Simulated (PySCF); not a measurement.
Species: C5H4OSi.
Cartesian coordinates in Å at the GFN2-xTB level; atoms count from 1:
```xyz
11
C5H4OSi angstrom
O     -4.1987    1.8094   -0.2530
C     -3.6437    0.7701   -0.5025
C     -2.2777    0.4757   -0.2568
C     -1.1074    0.2241   -0.0451
C      0.1938   -0.0564    0.1889
C      1.3652   -0.2987    0.4048
Si     3.1502   -0.6466    0.7399
H     -4.1805   -0.0836   -0.9680
H      3.2174   -1.9582    1.3857
H      3.6520    0.4101    1.6188
H      3.8348   -0.6433   -0.5536
```

The computed photoelectron lines, unassigned: C 1s: 290.36 (area 1), 290.81 (area 1), 291.33 (area 1), 291.71 (area 1), 293.69 (area 1) eV; O 1s: 537.58 eV; Si 1s: 1847.30 eV; Si 2p3/2: 107.51 eV.

Computed with delta-SCF UKS SCAN, pcX-2 on the ionised atom, pcseg-1 elsewhere, spin-free X2C (PySCF 2.14.0). Geometry: GFN2-xTB; no solvent, vibrations or thermal averaging.

Task: Assign the C 1s lines to atoms.

Result: 290.36 eV: C6 (alkyne carbon); 290.81 eV: C3 (alkyne carbon); 291.33 eV: C5 (alkyne carbon); 291.71 eV: C4 (alkyne carbon); 293.69 eV: C2 (aldehyde carbon). The listed C 1s values span 3.33 eV, from C6 (bonded to C (triple bond) and Si) to C2 (bonded to O (double bond), C and H).

Bonded neighbours of each site: O1: C (double bond); C2: O (double bond), C and H; C3: C (triple bond) and C; C4: C (triple bond) and C; C5: C (triple bond) and C; C6: C (triple bond) and Si; Si7: C and 3 H.

Task: Which photon energy gives electrons from Si 1s of Si7 a kinetic energy of 200 eV, and what is their de Broglie wavelength?

Result: hν = 1847.30 + 200 = 2047.30 eV, recoil neglected; λ = 12.264 Å/√(E/eV) = 0.87 Å.

Spin contamination (⟨S²⟩ against 0.75 for a pure doublet) is marked for C 1s of C3 (0.90), C 1s of C4 (1.00), C 1s of C5 (0.94) and C 1s of C6 (0.93), which makes these values less certain. The 2p values add to the ΔSCF energy of one spin-free hole a correction within the shell (spin–orbit coupling, ligand field). 2p1/2 minus 2p3/2 (ligand field included): Si 0.62 eV.

The run took 1.7 min on an Arm Neoverse V1 with one thread, no GPU, shared host, and the process peaked at 0.67 GiB of memory.
